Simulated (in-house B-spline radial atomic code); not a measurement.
Mg. Computed with a B-spline radial atomic code. Model: non-relativistic spherical atom: semilocal Troullier-Martins pseudo-atom, one channel per l, against all electrons, high spin, G0W0 and RPA with empty states to l = 8, local potential for every l without a channel, a model core (radius 0 = none) keeps its share of the functional.

What the tables leave out is listed at the end.

The pseudopotential gives back the lowest level of each angular momentum of its own functional in the configuration it was made in; a second state of the same l is only approximately right. Exact exchange, RPA and GW see the smooth pseudo-orbitals and miss the exchange with the core, for which the functional's share stands in. The column with an uncorrelated core keeps all orbitals and exact exchange, and so separates missing core correlation from pseudisation. Only the three outermost levels and the lowest empty one were computed. RPA here is direct RPA, with no exchange kernel, and its energies carry an (l + 1/2)⁻⁴ tail. A hybrid on a potential with a model core restores only its own semilocal share of the core's exchange.

Command:
```bash
python run_psgw.py task.json out
```
Settings (lengths in bohr, energies in hartree):
```
Z                      12
electrons              12
configuration          [Ne] 3s2
generated_in           [Ne] 3s2
functional             pbe,pbe
core_shells            2
radius_factor          1.3
core_correction        False
ion_configuration      [Ne] 3s1
```

Run time, properties included: 43 s on 1 thread of Arm Neoverse N1, on a shared host.

Given: made with PBE; model core radius 0 bohr; local radius 1.288 bohr; mean-field start PBE.

Valence shells of the generating configuration: 2p, 3s.

Channel: s 3.322, p 0.929 (radii in bohr).

Computed: largest level miss in the spin-unpolarised generating configuration 0 eV; valence RPA correlation energy all-electron orbitals -0.42175 hartree; valence RPA correlation energy pseudo -0.50473 hartree; all-electron RPA polarisability, core included 53.999 bohr³; pseudo-atom RPA polarisability 54.004 bohr³; ionisation by mean-field pseudo minus all -0.004 eV; ionisation by RPA pseudo minus all 0.157 eV.

```json
{"level": "3s", "occupied": "1", "mean-field all-electron (eV)": "-4.6989", "mean-field pseudo minus all (eV)": "0", "G0W0 all-electron (eV)": "-7.5139", "G0W0 uncorrelated core minus all (eV)": "-0.023", "G0W0 pseudo minus all (eV)": "-0.183", "exchange self-energy all-electron (eV)": "-8.9708", "exchange self-energy pseudo (eV)": "-8.8729"}
```

**Question.** What is the ionisation by RPA all-electron?

**Answer.** 8.0263 eV.

**Question.** What is the ionisation by mean-field all-electron?

**Answer.** 7.6121 eV.

Given: mean-field start PBE0.

Computed: valence RPA correlation energy pseudo -0.48124 hartree; all-electron RPA polarisability, core included 46.37 bohr³; ionisation by mean-field all-electron 7.5415 eV; ionisation by mean-field pseudo minus all 0.064 eV; ionisation by RPA all-electron 7.8399 eV; ionisation by RPA pseudo minus all 0.156 eV.

| level | occupied | mean-field all-electron (eV) | mean-field pseudo minus all (eV) | G0W0 all-electron (eV) | G0W0 uncorrelated core minus all (eV) | G0W0 pseudo minus all (eV) | exchange self-energy all-electron (eV) | exchange self-energy pseudo (eV) |
| --- | --- | --- | --- | --- | --- | --- | --- | --- |
| 3s | 1 | -5.4255 | -0.046 | -7.6709 | -0.022 | -0.198 | -8.8703 | -9.0004 |

**Question.** What is the pseudo-atom RPA polarisability?

**Answer.** 44.838 bohr³.

**Question.** What is the valence RPA correlation energy all-electron orbitals?

**Answer.** -0.39684 hartree.

Given: mean-field start Hartree-Fock.

Computed: valence RPA correlation energy all-electron orbitals -0.34302 hartree; valence RPA correlation energy pseudo -0.42944 hartree; ionisation by mean-field all-electron 6.6054 eV; ionisation by mean-field pseudo minus all 0.263 eV; ionisation by RPA all-electron 7.496 eV; ionisation by RPA pseudo minus all 0.182 eV.

| level | occupied | mean-field all-electron (eV) | mean-field pseudo minus all (eV) | G0W0 all-electron (eV) | G0W0 uncorrelated core minus all (eV) | G0W0 pseudo minus all (eV) | exchange self-energy all-electron (eV) | exchange self-energy pseudo (eV) |
| --- | --- | --- | --- | --- | --- | --- | --- | --- |
| 3s | 1 | -6.8859 | -0.328 | -7.6891 | -0.015 | -0.148 | -8.5008 | -9.3368 |
| 2p | 1 | -62.103 | 4.973 | -59.463 | -0.544 | 4.08 | -52.848 | -42.671 |

**Question.** What is the all-electron RPA polarisability, core included?

**Answer.** 36.286 bohr³.

**Question.** What is the pseudo-atom RPA polarisability?

**Answer.** 31.158 bohr³.

Among the listed levels the largest G0W0 shift of the pseudo-atom is +4.08 eV, for 2p on the Hartree-Fock start, while leaving the core uncorrelated moves that level by -0.54 eV. So pseudisation and the lost core exchange, not the missing core correlation, make the error. Not in the tables (levels of low weight, unsolved or above zero; the highest and the empty levels are kept at any weight): on PBE the G0W0 levels 2p (pseudo minus all +3.19 eV, weights 0.02 and 0.07), 3p (pseudo minus all +0.05 eV, weights 0.86 and 0.86); on PBE0 the G0W0 levels 2p (pseudo minus all +3.70 eV, weights 0.58 and 0.03), 3p (pseudo minus all +0.08 eV, weights 0.92 and 0.91).
